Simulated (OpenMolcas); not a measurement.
**SnHCl3O: a line through the functionals**

The species is SnHCl3O (6 atoms), meant as a singlet with charge 0. SMILES: `[OH][Sn]([Cl])([Cl])[Cl]`. The coordinates come from a PBE0-D4/def2-TZVP relaxation.

The HOMO–LUMO gap y, in eV, basis def2-SVP with a core potential; a is the functional's share of exact exchange. Programs: OpenMolcas 26.06.

| functional | program | a | y (eV) |
| --- | --- | --- | --- |
| PBE | OpenMolcas | 0 | 4.20 |
| revPBE | OpenMolcas | 0 | 4.24 |
| B3LYP | OpenMolcas | 0.2 | ? |
| PBE0 | OpenMolcas | 0.25 | 6.79 |
| BHLYP | OpenMolcas | 0.5 | 9.13 |

**Question.** Fit y = c + s·a to the known rows and predict B3LYP.

**Answer.** 
1. Means of the 4 rows: a = 0.1875, y = 6.090.
2. Σ(Δa)² = 0.17188, Σ(Δa·Δy) = 1.695, so the slope is 1.695/0.17188 = 9.8615.
3. Intercept: 6.090 − (9.8615) × 0.1875 = 4.241. The largest residual of the fit is 0.084.
4. B3LYP: 4.241 + (9.8615) × 0.2 = 6.21 eV.

The run gave 6.19 eV, so the prediction is off by +0.02 eV, within the largest residual. Exact exchange lowers occupied levels and raises empty ones.
